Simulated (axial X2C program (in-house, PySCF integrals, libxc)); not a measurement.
**What spin–orbit coupling does to NiH**

All values were computed with an axial X2C code built on PySCF integrals. Spin-free means the one-electron spin-free X2C Hamiltonian; two-component (2c) means X2C with spin–orbit coupling and atomic mean-field two-electron Coulomb and Gaunt terms, so the difference of the two also holds small scalar two-electron terms. Basis: Ni dyall-cv3z [9s9p6d3f2g], H dyall-v3z [6s2p1d] (cores contracted in-house); Gaussian nuclei, density fitting, unrestricted open shells. Masses: Ni 57.935 u, H 1.008 u.

Spin-free state: M_S = 1/2, Λ = 2 (beyond evenly filled blocks: δ+α, δ+β, δ-α); fragments Ni + H.

```tsv
level	Re (Å)	ωe (cm⁻¹)	De (eV)	μ (D)
PBE0	1.454	2001.4	2.595	-2.45
HF	1.622	1662.2	1.142	-0.79
CCSD	1.418	2095.3	2.103	n/a
CCSD(T)	1.418	1961.1	2.007	n/a
B3LYP	1.454	2000.4	2.757	-2.26
```

Correlated methods: 11 electrons correlated (number of frozen shells: Ni 3 s, 2 p; H none), 181 virtual spin orbitals or spinors in MP2, 90 natural virtuals in coupled cluster.

Dipoles are positive if H is the positive end.

Question: Within this multiplet, which Ω should lie lowest by the rule for regular and inverted multiplets?

Answer: The open δ shell holds three electrons, one hole, so the multiplet is inverted: Ω = Λ + 1/2 = 5/2. The PBE0 2c search agrees.

Two-component determinant lowest at the distance of the search:

Ω = 5/2 (⟨Sz⟩ = 0.50, ⟨Lz⟩ = 2.00 at HF); fragments Ni + H.

```tsv
level	Re (Å)	ωe (cm⁻¹)	De (eV)	μ (D)
PBE0	1.454	2000.5	n/a	-2.45
HF	1.623	1660.9	1.106	-0.78
CCSD	1.419	2090.3	2.065	n/a
CCSD(T)	1.419	1956.6	1.969	n/a
B3LYP	1.454	1999.6	n/a	-2.26
```

Question: From the two tables, how do the constants change at the CCSD(T) level (2c against spin-free)?

Answer: At the CCSD(T) level Re goes up by 0.001 Å and ωe decreases by 4.5 cm⁻¹; De changes by -0.038 eV.

Occupations by symmetry block were frozen at the best pattern of an incomplete PBE0 search. De is counted from the lowest determinant-based energies of the atoms at the same level, without counterpoise correction. De is not given where an atomic determinant may have missed its ground term or J level, or where the truncated virtual space spoils (T). Density functionals use the spin component along the axis (collinear). Coupled cluster ran in a truncated set of natural virtual spinors; the MP2 energy of the rest was added. (T) has no such correction and the atoms are truncated less, which lowers De at CCSD(T) by a hundredth of an eV or more. PBE0 can misorder states that lie within some tenths of an eV, so this need not be the ground state of the molecule. The nearest other spin-free determinant of the search, M_S = 1/2, Λ = 0, lies 0.12 eV up at the distance of the search. The functionals have no current-density term, which raises determinants with orbital currents, atoms included. The determinant is spin-polarised beyond a pure state at some levels (its spin-free form has ⟨S²⟩ too high), which makes Re and μ there less reliable. The T1 diagnostic is large, a sign of multireference character.
